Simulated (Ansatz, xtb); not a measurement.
## Relaxing a trial structure of Al2H7NSi

The starting geometry of this gas-phase singlet was built from a drawn formula by distance geometry and a force field; its bonds are those of `[NH2+]1[AlH][SiH2][AlH2-]1`.

```json
{"atom": "Al", "x (Å)": "1.3534", "y (Å)": "-1.9114", "z (Å)": "0.8845"}
{"atom": "Al", "x (Å)": "-0.6727", "y (Å)": "-0.1198", "z (Å)": "2.0982"}
{"atom": "N", "x (Å)": "-0.1479", "y (Å)": "-1.9448", "z (Å)": "2.1813"}
{"atom": "Si", "x (Å)": "0.9624", "y (Å)": "0.3699", "z (Å)": "0.5690"}
{"atom": "H", "x (Å)": "-0.8629", "y (Å)": "-2.5966", "z (Å)": "1.8406"}
{"atom": "H", "x (Å)": "0.1777", "y (Å)": "-2.2391", "z (Å)": "3.1307"}
{"atom": "H", "x (Å)": "2.3895", "y (Å)": "-2.9402", "z (Å)": "0.3314"}
{"atom": "H", "x (Å)": "2.0547", "y (Å)": "1.2751", "z (Å)": "1.0843"}
{"atom": "H", "x (Å)": "0.4310", "y (Å)": "0.7320", "z (Å)": "-0.7691"}
{"atom": "H", "x (Å)": "-0.4357", "y (Å)": "0.5579", "z (Å)": "3.5636"}
{"atom": "H", "x (Å)": "-2.1580", "y (Å)": "0.0075", "z (Å)": "1.5258"}
```

Where would you expect an optimisation with r2SCAN-D4/def2-SVP to take it?

A new bond forms, giving a structure with H10 bridging Al1 and Al2, given below by its coordinates. Distances that change by over a tenth: Al1–Al2 (2.96 → 2.54 Å). Contacts that close: Al1–H10 (4.06 → 1.79 Å).

The energy falls by 1.35 eV over 32 steps:

```
step  E − E(last) (eV)
   1             1.345
   4             0.517
   8             0.513
  11             0.504
  15             0.457
  18             0.436
  22             0.427
  25             0.275
  29             0.004
  32             0.000
```

Final geometry (Å):

```yaml
atoms:
  - { symbol: Al, position_ang: [1.4384, -1.4294, 1.7239] }
  - { symbol: Al, position_ang: [-0.7028, -0.1049, 2.0731] }
  - { symbol: N, position_ang: [-0.4522, -2.0269, 1.6498] }
  - { symbol: Si, position_ang: [0.8659, 0.4613, 0.2936] }
  - { symbol: H, position_ang: [-0.8039, -2.3582, 0.7486] }
  - { symbol: H, position_ang: [-0.7585, -2.7069, 2.3508] }
  - { symbol: H, position_ang: [2.4986, -2.4781, 2.2670] }
  - { symbol: H, position_ang: [1.6667, 1.7151, 0.4498] }
  - { symbol: H, position_ang: [0.5051, 0.2576, -1.1472] }
  - { symbol: H, position_ang: [0.7761, -0.4080, 3.0392] }
  - { symbol: H, position_ang: [-1.9418, 0.2689, 2.9918] }
```

From the same start GFN2-xTB ends elsewhere, at `[NH2+]1[AlH][SiH2][AlH2-]1`.

The end wasn't checked by frequencies. Run with Ansatz 0.2.0, 42 s on 2 threads of Intel(R) Xeon(R) 6975P-C (Granite Rapids), on a shared host.
